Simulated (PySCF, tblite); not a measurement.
Scan of H2Se, singlet: symmetric bend, bond length relaxed. Scanned: H-Se-H angle. Other coordinates (Se-H bond length) were minimised at B3LYP/def2-TZVP. Each profile is relative to its own lowest point.

```csv
a / °,A,B,C
180,3.161,3.267,2.448
170,2.998,3.078,2.285
160,2.568,2.599,1.900
150,2.011,2.012,1.465
140,1.451,1.440,1.058
130,0.951,0.937,0.700
120,0.541,0.528,0.405
110,0.238,0.229,0.181
100,0.055,0.050,0.042
90,0.000,0.000,0.000
80,0.080,0.086,0.072
70,0.296,0.310,0.275
60,0.636,0.663,0.613
```

Energies in eV.

Assign the columns to these levels of theory: B3LYP/cc-pVTZ in PySCF; GFN2-xTB, 300 K electronic temperature run with tblite 0.5.0; r2SCAN/cc-pVTZ (PySCF).

A is r2SCAN; B is B3LYP; C is GFN2-xTB.
